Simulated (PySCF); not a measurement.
**Two-component Hartree-Fock for Sn²⁺ (tin, charge +2)**

Start: [Kr] 4d10 5s2. Calculated with PySCF 2.14 in x2c-SVPall-2c with one added diffuse shell each of s, p type (7s9p4d, 54 functions): generalised Hartree-Fock with the X2C-1e Hamiltonian and a Gaussian nucleus; one run each with spin-orbit coupling (SO) switched off, then screened by Boettger's factors. This is a chosen level, not necessarily the ground level.

| spinor shell | electrons | ε, spin-free (eV) | ε, screened SO (eV) | weight of nominal j (screened SO) | rms radius, screened SO (bohr) |
| --- | --- | --- | --- | --- | --- |
| 1s1/2 | 2 | -29360.1 | -29357.5 | 1.000 | 0.0333 |
| 2s1/2 | 2 | -4539.0 | -4538.3 | 1.000 | 0.136 |
| 2p1/2 | 2 | -4070.6 | -4230.8 | 1.000 | 0.118 |
| 2p3/2 | 4 | -4070.6 | -3997.4 | 1.000 | 0.123 |
| 3s1/2 | 2 | -929.84 | -929.64 | 1.000 | 0.361 |
| 3p1/2 | 2 | -772.70 | -802.83 | 1.000 | 0.354 |
| 3d3/2 | 4 | -531.26 | -536.41 | 1.000 | 0.340 |
| 3d5/2 | 6 | -531.26 | -527.63 | 1.000 | 0.343 |
| 4s1/2 | 2 | -177.71 | -177.68 | 1.000 | 0.872 |
| 4p1/2 | 2 | -127.71 | -133.11 | 1.000 | 0.932 |
| 4p3/2 | 4 | -127.71 | -125.22 | 1.000 | 0.958 |
| 4d3/2 | 4 | -53.112 | -53.735 | 1.000 | 1.18 |
| 4d5/2 | 6 | -53.112 | -52.678 | 1.000 | 1.18 |
| 5s1/2 | 2 | -28.839 | -28.840 | 1.000 | 2.43 |

Q: Where does 3p3/2 lie, and what is the 3p spin-orbit splitting (screened SO)?

A: At -758.83 eV, 43.995 eV above 3p1/2.

| quantity | spin-free | screened SO |
| --- | --- | --- |
| E (hartree) | -6171.66139 | -6173.08886 |
| M_J | 0 | 0 |
| ⟨J²⟩ | 0.000 | 0.000 |
| ⟨L²⟩ | 0.000 | 0.015 |
| ⟨S²⟩ | 0.000 | 0.015 |

Breit and QED terms are absent; they matter most for the inner s and p1/2 levels.

Densities and radii are taken from the X2C orbitals without a picture-change correction, which distorts them close to the nucleus.

Without spin-orbit coupling the j labels of p, d and f shells carry no meaning; the spin-free column gives the mean over the occupied spinors of each nl shell.
